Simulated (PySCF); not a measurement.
C6H11N3.
Bonds: C1–C2, C2–C3 (aromatic), C3–N4 (aromatic), N4–N5 (aromatic), N5–C6, C6–C7, C6–C8, N5–N9 (aromatic), C2–N9 (aromatic). Hydrogens: H10, H11, H12 on C1; H13 on C3; H14 on C6; H15, H16, H17 on C7; H18, H19, H20 on C8.

The same species was optimised twice, with GFN2-xTB and with PBE0-D3(BJ)/def2-SVP (PySCF), and the same property calculations (PySCF, gas phase) were run on both structures.

```csv
coordinate,GFN2-xTB,PBE0-D3(BJ)/def2-SVP,change
N5–C6 (Å),1.441,1.459,+0.018
C2–C3 (Å),1.402,1.409,+0.007
C6–C7 (Å),1.526,1.520,-0.006
N5–N9 (Å),1.311,1.316,+0.005
C6–C8 (Å),1.526,1.521,-0.005
C3–N4 (Å),1.324,1.330,+0.006
C1–C2 (Å),1.484,1.488,+0.004
C2–N9 (Å),1.330,1.334,+0.004
N4–N5 (Å),1.309,1.312,+0.003
C7–C6–C8 (°),111.6,113.0,+1.4
C1–C2–N9 (°),123.3,122.3,-1.0
N4–N5–N9 (°),114.9,115.8,+0.9
C1–C2–C3 (°),129.6,130.5,+0.9
N5–C6–C7 (°),109.4,110.2,+0.8
N5–C6–C8 (°),109.3,110.0,+0.7
C3–N4–N5 (°),104.6,104.0,-0.6
N4–N5–C6 (°),122.7,122.1,-0.6
N4–N5–C6–C7 (°),-60,-59,+1
```

Rotational constants: A = 3996, B = 1012, C = 982.2 MHz (GFN2-xTB) against A = 3930, B = 1005, C = 971.3 MHz (PBE0-D3(BJ)/def2-SVP).

On the GFN2-xTB structure: HOMO (eV) -7.12 [PBE0/pcSseg-1]; LUMO (eV) 0.28 [PBE0/pcSseg-1]; dipole (D) 0.23 [PBE0/pcSseg-1]; GIAO shielding of C1 (ppm) 174.1 [PBE0/pcSseg-1]; GIAO shielding of C2 (ppm) 40.7 [PBE0/pcSseg-1]; GIAO shielding of C3 (ppm) 48.3 [PBE0/pcSseg-1]; GIAO shielding of N4 (ppm) -88.5 [PBE0/pcSseg-1]; GIAO shielding of N5 (ppm) -18.1 [PBE0/pcSseg-1]; GIAO shielding of C6 (ppm) 129.5 [PBE0/pcSseg-1]; GIAO shielding of C7/C8 (mean) (ppm) 161.7 [PBE0/pcSseg-1]; GIAO shielding of N9 (ppm) -91.2 [PBE0/pcSseg-1].

**Question.** What do these properties become on the PBE0-D3(BJ)/def2-SVP structure?

**Answer.** 
```json
{"property": "HOMO (eV)", "level": "PBE0/pcSseg-1", "on GFN2-xTB": "-7.12", "on PBE0-D3(BJ)/def2-SVP": "-7.13", "change": "-0.01"}
{"property": "LUMO (eV)", "level": "PBE0/pcSseg-1", "on GFN2-xTB": "0.28", "on PBE0-D3(BJ)/def2-SVP": "0.23", "change": "-0.05"}
{"property": "dipole (D)", "level": "PBE0/pcSseg-1", "on GFN2-xTB": "0.23", "on PBE0-D3(BJ)/def2-SVP": "0.29", "change": "+0.06"}
{"property": "energy, GFN2-xTB geometry as zero (kcal/mol)", "level": "PBE0/pcSseg-1", "on GFN2-xTB": "0.0", "on PBE0-D3(BJ)/def2-SVP": "-0.8", "change": "-0.8"}
{"property": "GIAO shielding of C1 (ppm)", "level": "PBE0/pcSseg-1", "on GFN2-xTB": "174.1", "on PBE0-D3(BJ)/def2-SVP": "172.2", "change": "-1.9"}
{"property": "GIAO shielding of C2 (ppm)", "level": "PBE0/pcSseg-1", "on GFN2-xTB": "40.7", "on PBE0-D3(BJ)/def2-SVP": "39.5", "change": "-1.2"}
{"property": "GIAO shielding of C3 (ppm)", "level": "PBE0/pcSseg-1", "on GFN2-xTB": "48.3", "on PBE0-D3(BJ)/def2-SVP": "46.4", "change": "-1.9"}
{"property": "GIAO shielding of N4 (ppm)", "level": "PBE0/pcSseg-1", "on GFN2-xTB": "-88.5", "on PBE0-D3(BJ)/def2-SVP": "-90.6", "change": "-2.1"}
{"property": "GIAO shielding of N5 (ppm)", "level": "PBE0/pcSseg-1", "on GFN2-xTB": "-18.1", "on PBE0-D3(BJ)/def2-SVP": "-22.3", "change": "-4.2"}
{"property": "GIAO shielding of C6 (ppm)", "level": "PBE0/pcSseg-1", "on GFN2-xTB": "129.5", "on PBE0-D3(BJ)/def2-SVP": "127.1", "change": "-2.4"}
{"property": "GIAO shielding of C7/C8 (mean) (ppm)", "level": "PBE0/pcSseg-1", "on GFN2-xTB": "161.7", "on PBE0-D3(BJ)/def2-SVP": "160.6", "change": "-1.1"}
{"property": "GIAO shielding of N9 (ppm)", "level": "PBE0/pcSseg-1", "on GFN2-xTB": "-91.2", "on PBE0-D3(BJ)/def2-SVP": "-94.1", "change": "-2.9"}
```

The heavy atoms differ by 0.034 Å rms after alignment. Among bonds between heavy atoms N5–C6 changes most (+0.018 Å). Changes are differences of the printed values. Neither structure is proved a minimum here.

Shape of the structure used: `[CH3:1][c:2]1[cH:3][n:4][n:5]([CH:6]([CH3:7])[CH3:8])[n:9]1`: N4–N5–C6–C7 -59°.
